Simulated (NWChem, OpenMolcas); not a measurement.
## CsCl (SMILES [Cl][Cs]): methods side by side

The species is CsCl (2 atoms), meant as a singlet with charge 0. As SMILES, `[Cl][Cs]`. Geometry: the measured bond length.

```xyz
2

Cl    0.0000    0.0000    0.0000
Cs    0.0000    0.0000    2.9063
```

Quantity: the vertical ionisation energy (to the doublet cation), in eV. The values are calculated.

```json
{"level": "revPBE/def2-TZVPP (core potential)", "kind": "GGA", "program": "OpenMolcas", "value (eV)": "8.54", "CPU time (all runs)": "20 s"}
{"level": "M06-L/def2-TZVPP (core potential)", "kind": "meta-GGA", "program": "NWChem", "value (eV)": "8.62", "CPU time (all runs)": "57 s"}
{"level": "B3LYP/def2-TZVPP (core potential)", "kind": "global hybrid", "program": "OpenMolcas", "value (eV)": "8.61", "CPU time (all runs)": "20 s"}
{"level": "BHLYP/def2-TZVPP (core potential)", "kind": "global hybrid", "program": "NWChem", "value (eV)": "8.38", "CPU time (all runs)": "25 s"}
{"level": "PBE0/def2-TZVPP (core potential)", "kind": "global hybrid", "program": "OpenMolcas", "value (eV)": "8.57", "CPU time (all runs)": "19 s"}
{"level": "MP2/def2-TZVPP (core potential)", "kind": "perturbation theory", "program": "NWChem", "value (eV)": "8.46", "CPU time (all runs)": "20 s"}
{"level": "MP3/def2-TZVPP (core potential)", "kind": "perturbation theory", "program": "NWChem", "value (eV)": "8.32", "CPU time (all runs)": "50 s"}
{"level": "CCSD/def2-TZVPP (core potential)", "kind": "coupled cluster or CI", "program": "NWChem", "value (eV)": "8.25", "CPU time (all runs)": "59 s"}
```

Spin-orbit coupling, which can split open shells on such heavy atoms by tenths of an eV, is left out. The values span 8.25 to 8.62 eV. CPU times are rough (shared hosts, several kinds of processor): they show what a rung costs within a factor of a few.
